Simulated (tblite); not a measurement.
C5H14FNSi2.
SMILES with atom numbers: `[CH2:1]=[C:2]([CH3:3])[Si@@H:4]([F:5])[SiH2:6][CH2:7][CH2:8][NH2:9]` (hydrogens: H10, H11 on C1; H12, H13, H14 on C3; H15 on Si4; H16, H17 on Si6; H18, H19 on C7; H20, H21 on C8; H22, H23 on N9)

The geometry is computed with GFN2-xTB (gas phase).

Q: What internal coordinates does the optimisation give?

A: 
```
                  bond  length (bohr)   order
                 C1=C2          2.507  double
                 C2–C3          2.832  single
                C2–Si4          3.573  single
                Si4–F5          3.076  single
               Si4–Si6          4.354  single
                Si6–C7          3.605  single
                 C7–C8          2.902  single
                 C8–N9          2.737  single
                C1–H10          2.041  single
                C1–H11          2.036  single
C3–H12, C3–H13, C3–H14          2.058  single
               Si4–H15          2.773  single
               Si6–H16          2.790  single
               Si6–H17          2.782  single
                C7–H18          2.064  single
                C7–H19          2.067  single
                C8–H20          2.065  single
                C8–H21          2.070  single
        N9–H22, N9–H23          1.917  single
```

Bonds in one row agree within 0.02 bohr and their mean is given. Orders are formal, as drawn. A selection of angles:
```
     angle  degrees
  C1–C2–C3    121.3
 C1–C2–Si4    122.3
 C3–C2–Si4    116.5
 C2–Si4–F5    104.6
C2–Si4–Si6    114.6
F5–Si4–Si6    107.7
Si4–Si6–C7    110.3
 Si6–C7–C8    114.1
  C7–C8–N9    115.5
 H22–N9–C8    110.3
 H23–N9–C8    110.1
```

Dihedral angles: C1–C2–Si4–F5 -144° (anticlinal); C2–Si4–Si6–C7 170° (antiperiplanar); Si4–Si6–C7–C8 167° (antiperiplanar); Si6–C7–C8–N9 58° (synclinal).

Si4 (fluorine-bound silicon) is distorted tetrahedral (angles from 100.4° to 118.9°). N9 (primary amine nitrogen) is pyramidal (angles 110.3°, 110.1° and 107.6°, sum 328.0°, 0.38 Å off the plane of its three neighbours). Of the pairs four or more bonds apart, Si6···H22 is among the closest relative to their van der Waals radii: 2.92 Å, 89 % of the sum of Bondi's values. Si6 (SiH2 silicon) is distorted tetrahedral (angles from 105.5° to 114.3°). The 3 C–C bonds span 1.326 Å (C1=C2, drawn double) to 1.536 Å (C7–C8, drawn single), a spread of 0.210 Å.

Point group: C1 (no symmetry element, even within 0.4 Å). Its lowest GFN2-xTB frequency is 14i cm⁻¹, too small to tell a flat minimum from a shallow saddle. The numbers are those of one conformer (C1–C2–Si4–F5 -144°, C2–Si4–Si6–C7 170°, Si4–Si6–C7–C8 167°, Si6–C7–C8–N9 58°, C7–C8–N9–H -64° and 55°).
